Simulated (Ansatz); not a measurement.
C$_{2}$H$_{4}$BrFO (`CC(O)(F)Br`). Charge 0, multiplicity 1.

```xyz
9

C     0.236    1.000    0.264
C    -0.069   -0.372   -0.254
O    -1.018   -0.969    0.497
F    -0.464   -0.313   -1.556
Br    1.594   -1.481   -0.278
H     0.602    0.936    1.287
H     0.984    1.477   -0.365
H    -0.688    1.582    0.243
H    -1.176   -1.860    0.163
```

Q: List the harmonic frequencies (cm⁻¹, unscaled) at PBE0-D4/def2-TZVP in Ansatz. (Best estimate.)

A: Ansatz gave: 239, 257, 302, 306, 410, 425, 526, 644, 882, 994, 1072, 1135, 1261, 1373, 1439, 1471, 1472, 3077, 3165, 3191, 3820.

Q: Is this a minimum?

A: Yes, all 21 modes are real.

Q: Give the ideal-gas thermochemistry at 298.15 K and 1 bar (rigid rotor, harmonic oscillator; point group C1, symmetry number 1).

A: Zero-point energy 164.2 kJ/mol; H(298) − E = 181.8 kJ/mol; entropy 323.9 J/(mol·K), of which translation 170.7, rotation 113.3, vibration 39.8; G(298) − E = 85.3 kJ/mol.

Q: Rotational constants (cm⁻¹)?

A: 0.1741, 0.06887, 0.06757.
